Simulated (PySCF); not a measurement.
# Hartree-Fock beside MP2: BClH3Si cation

Calculated results; nothing here was measured. They come from PySCF 2.14.0, an open-source quantum chemistry program, on an isolated molecule that a program drew, which may never have been made. The molecule is BClH3Si cation (charge +1, singlet), drawn as the SMILES string `[SiH3][B+]Cl`.

The geometry was optimised and harmonic frequencies were computed with HF and MP2, all in the cc-pV(D+d)Z basis, for the commonest isotopes, with a restricted reference for singlets and an unrestricted one otherwise, and a frozen core in MP2. Each result is a local minimum of its method.

Geometry at the HF minimum:
```xyz
6
BClH3Si cation, angstrom
Si   -0.3377    1.0992   -0.0905
B    -2.3854    1.4628   -0.2109
Cl   -3.9782    1.7456   -0.3045
H     0.1595    1.6294   -1.3656
H     0.0552    1.8600    1.1016
H    -0.2771   -0.3607    0.0484
```

Lengths of the bonds as drawn, in Å (atoms numbered as above):
| bond | HF | MP2 |
|---|---|---|
| Si1-B2 | 2.083 | 2.059 |
| B2-Cl3 | 1.620 | 1.622 |
| Si1-H4 | 1.468 | 1.473 |
| Si1-H5 | 1.468 | 1.473 |
| Si1-H6 | 1.468 | 1.473 |

Rotational constants, in GHz:
```
constant,HF,MP2
A,81.53,80.92
B,2.171,2.198
C,2.171,2.198
```

Harmonic frequencies in cm^-1, each column in rising order, so a row needn't be the same motion in every method:
```
rank    HF   MP2
   1   218   205
   2   218   205
   3   364     ?
   4   634   593
   5   634   593
   6   941   872
   7   997   939
   8   997   939
   9  1256  1261
  10  2376  2318
  11  2403  2354
  12  2403  2354
```

**Estimate the missing MP2 frequency from the HF column.**

A single factor s that minimises the squared misfit of MP2 against s times HF over the other rows is sum(HF x MP2) / sum(HF^2) = 0.9732, with an rms misfit of 25 cm^-1. For rank 3 it gives 0.9732 x 364 = 354 cm^-1. The calculation gives 372 cm^-1, 18 cm^-1 above the estimate. The drawn bonds are on average as long in MP2 as in HF.
